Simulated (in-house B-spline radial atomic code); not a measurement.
Inner levels of lanthanum as electrons are removed. A shift is the extra binding of the orbital against the neutral atom ([Xe] 5d3/2(1) 6s2). The density at the nucleus is averaged over the nuclear charge. Computed with a B-spline radial code for spherical atoms: Dirac-Hartree-Fock, jj configuration that fills j = l - 1/2 first, finite nuclei.

A number in brackets counts the electrons of a j subshell.

| ion | configuration | shift of 1s1/2 (eV) | radius of 1s1/2 (bohr) | Σ<r²> (bohr²) | change of density at nucleus (bohr⁻³) |
| --- | --- | --- | --- | --- | --- |
| La30+ | [Ar] 3d3/2(4) 3d5/2(5) | 1134.42 | 0.02506 | 1.4383 | -1331.66 |
| La31+ | [Ar] 3d3/2(4) 3d5/2(4) | 1244.81 | 0.02506 | 1.3411 | -1167.22 |
| La32+ | [Ar] 3d3/2(4) 3d5/2(3) | 1357.56 | 0.02506 | 1.2479 | -997.64 |
| La33+ | [Ar] 3d3/2(4) 3d5/2(2) | 1472.67 | 0.025061 | 1.1586 | -822.9 |
| La34+ | [Ar] 3d3/2(4) 3d5/2(1) | 1590.13 | 0.025061 | 1.073 | -642.98 |
| La35+ | [Ar] 3d3/2(4) | 1709.94 | 0.025062 | 0.99084 | -457.9 |
| La36+ | [Ar] 3d3/2(3) | ? | ? | ? | ? |
| La37+ | [Ar] 3d3/2(2) | 1960.72 | 0.025062 | 0.83886 | -58.242 |
| La38+ | [Ar] 3d3/2(1) | 2089.72 | 0.025063 | 0.76732 | 149.73 |
| La39+ | [Ne] 3s2 3p6 | 2221.14 | 0.025063 | 0.69854 | 363.17 |
| La40+ | [Ne] 3s2 3p1/2(2) 3p3/2(3) | 2354.36 | 0.02506 | 0.61486 | 599.53 |
| La41+ | [Ne] 3s2 3p1/2(2) 3p3/2(2) | ? | ? | ? | ? |
| La42+ | [Ne] 3s2 3p1/2(2) 3p3/2(1) | 2626.39 | 0.025053 | 0.4539 | 1085.92 |
| La43+ | [Ne] 3s2 3p1/2(2) | 2765.2 | 0.02505 | 0.37647 | 1336.02 |
| La44+ | [Ne] 3s2 3p1/2(1) | 2912.71 | 0.025046 | 0.30543 | 1442.27 |
| La45+ | [Ne] 3s2 | 3062.29 | 0.025041 | 0.23626 | 1548.05 |
| La46+ | [Ne] 3s1 | 3200.74 | 0.02504 | 0.16195 | -3066.16 |
| La47+ | [He] 2s2 2p6 | ? | ? | ? | ? |
| La48+ | [He] 2s2 2p1/2(2) 2p3/2(3) | 3673.77 | 0.025021 | 0.077425 | -7126.68 |
| La49+ | [He] 2s2 2p1/2(2) 2p3/2(2) | 4011.21 | 0.025004 | 0.06603 | -6439.3 |
| La50+ | [He] 2s2 2p1/2(2) 2p3/2(1) | 4353.03 | 0.024986 | 0.054996 | -5739.89 |
| La51+ | [He] 2s2 2p1/2(2) | 4699.22 | 0.024968 | 0.044309 | -5028.44 |
| La52+ | [He] 2s2 2p1/2(1) | 5076.8 | 0.024945 | 0.034936 | -4843.12 |
| La53+ | [He] 2s2 | 5459.61 | 0.024922 | 0.025883 | -4670.29 |
| La54+ | [He] 2s1 | 5783.46 | 0.024919 | 0.013653 | -24133.4 |
| La55+ | 1s2 | 6110.33 | 0.024907 | 0.0016821 | -44061.9 |
| La56+ | 1s1 | 7143.81 | 0.024729 | 0.00082843 | -186932 |

**Question.** Fill in the row of La36+.

**Answer.** shift of 1s1/2 (eV): 1834.12; radius of 1s1/2 (bohr): 0.025062; Σ<r²> (bohr²): 0.91332; change of density at nucleus (bohr⁻³): -260.77.

**Question.** Fill in the row of La41+.

**Answer.** shift of 1s1/2 (eV): 2489.45; radius of 1s1/2 (bohr): 0.025057; Σ<r²> (bohr²): 0.53334; change of density at nucleus (bohr⁻³): 840.44.

**Question.** Fill in the row of La47+.

**Answer.** shift of 1s1/2 (eV): 3340.73; radius of 1s1/2 (bohr): 0.025038; Σ<r²> (bohr²): 0.089196; change of density at nucleus (bohr⁻³): -7802.15.
